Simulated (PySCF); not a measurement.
## Energy of Sr⁺ (strontium, charge +1) between two integer charges

The 5s alpha orbital of [Kr] 5s1 is emptied in steps (occupation f), with all orbitals relaxed, ending at [Kr]. Computed with PySCF 2.14 in def2-SVP with the def2 core potential (28 electrons) (4s3p2d, 23 functions), with scalar relativity through the core potential. The exact energy is a straight line in f; departures are measured from the line between the end points of the same method.

| f | UHF (eV) | LDA (eV) | PBE (eV) | PBE0 (eV) | BHandHLYP (eV) | B3LYP (eV) |
| --- | --- | --- | --- | --- | --- | --- |
| 1 | 0.000 | 0.000 | 0.000 | 0.000 | 0.000 | 0.000 |
| 0.9 | 0.002 | -0.218 | -0.222 | -0.162 | -0.119 | -0.184 |
| 0.7 | 0.006 | -0.502 | -0.518 | -0.378 | -0.277 | -0.428 |
| 0.5 | 0.007 | -0.586 | -0.619 | -0.450 | -0.331 | -0.507 |
| 0.3 | 0.005 | -0.478 | -0.522 | -0.379 | -0.279 | -0.423 |
| 0.1 | 0.002 | -0.193 | -0.221 | -0.160 | -0.121 | -0.179 |
| 0 | 0.000 | 0.000 | 0.000 | 0.000 | 0.000 | 0.000 |

| method | E(f=0) − E(f=1) (eV) | −ε at f=1 (eV) | −ε at f=0.5 (eV) |
| --- | --- | --- | --- |
| UHF | 10.438 | 10.465 | 10.438 |
| LDA | 11.310 | 8.875 | 11.380 |
| PBE | 11.155 | 8.692 | 11.143 |
| PBE0 | 11.035 | 9.236 | 11.029 |
| BHandHLYP | 11.021 | 9.705 | 11.016 |
| B3LYP | 11.244 | 9.199 | 11.259 |

Orbital energy along the path (eV):

| f | UHF | LDA | PBE | PBE0 | BHandHLYP | B3LYP |
| --- | --- | --- | --- | --- | --- | --- |
| 1 | -10.465 | -8.875 | -8.692 | -9.236 | -9.705 | -9.199 |
| 0.9 | -10.459 | -9.383 | -9.182 | -9.597 | -9.967 | -9.613 |
| 0.7 | -10.448 | -10.393 | -10.161 | -10.315 | -10.491 | -10.439 |
| 0.5 | -10.438 | -11.380 | -11.143 | -11.029 | -11.016 | -11.259 |
| 0.3 | -10.428 | -12.315 | -12.143 | -11.756 | -11.543 | -12.066 |
| 0.1 | -10.418 | -13.113 | -13.176 | -12.504 | -12.087 | -12.852 |
| 0 | -10.413 | -13.291 | -13.381 | -12.631 | -12.376 | -13.199 |

Reference removal energy between the ground levels: 11.030 eV (measured; NIST Atomic Spectra Database, ionization energies). UHF lacks correlation.
